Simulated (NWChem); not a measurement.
System: hydrogen selenide (H₂Se); SMILES [SeH2]

Input file for NWChem:

```
start job
memory heap 200 mb stack 900 mb global 1100 mb
geometry units angstroms
  Se     0.000000     0.000000     0.070389
  H      1.047558     0.000000    -0.955875
  H     -1.047558     0.000000    -0.955875
end
basis spherical
  * library def2-svp
end
dft
  xc xpbe96 cpbe96
  iterations 150
end
driver
  maxiter 120
end
task dft optimize
task dft freq
```

This build's default masses of Se (78.918 u) and Br (79.917 u) are each other's, which moves their modes by up to 0.6 %.

The level has its own optimisation; frequencies are unscaled.

Task: Give the results of this calculation. (PBE/def2-SVP.) Quantities: r H–Se (Å); highest harmonic frequency (cm⁻¹); lowest (cm⁻¹); zero-point energy (kcal/mol); dipole (D).

Result: r H–Se (Å): 1.483
highest harmonic frequency (cm⁻¹): 2390
lowest (cm⁻¹): 1021
zero-point energy (kcal/mol): 8.3
dipole (D): 0.88
